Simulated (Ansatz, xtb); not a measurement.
Pulling on the Sn1–H2 bond in HISn (SMILES [SnH][I]) (multiplicity 1 held, fragments rigid). Energies count from the point at 1.783 Å.
Geometry at that point (charge 0, multiplicity 1):
```xyz
3

Sn     0.45233     0.91500     0.96540
H      0.73029     2.17687    -0.26341
I     -0.44050    -0.90428    -0.90578
```

R- and RO- levels are restricted; in cc, def2 and unpolarised 6-31G sets they are followed outwards from rest. U- levels take the lowest unrestricted solution at each point, which mixes spins at long bonds. Levels need not reach the same state.

Correlated levels freeze the cores. Filled d and f shells under p-block atoms count as core.

Codes used: Ansatz (a first-principles code); xtb for the GFN methods. Each number belongs to the level named beside it. In def2 rows elements past Kr take small-core potentials, without spin–orbit coupling. The GFN methods have no spin term and hold the electronic entropy of 300 K.

### Question
One of these levels gives 3.988 eV for the energy at R = 5.706 Å. Name it.
A. R-SCS-MP2/def2-SVP
B. GFN2-xTB
C. U-SCS-MP2/def2-SVP

### Answer
B, GFN2-xTB. The others give 3.071 (R-SCS-MP2/def2-SVP), 2.519 (U-SCS-MP2/def2-SVP)

Doubts at one or more of the structures used: a restricted determinant that unrestricted orbitals would lower (R-SCS-MP2/def2-SVP); a spin-contaminated determinant (U-SCS-MP2/def2-SVP).
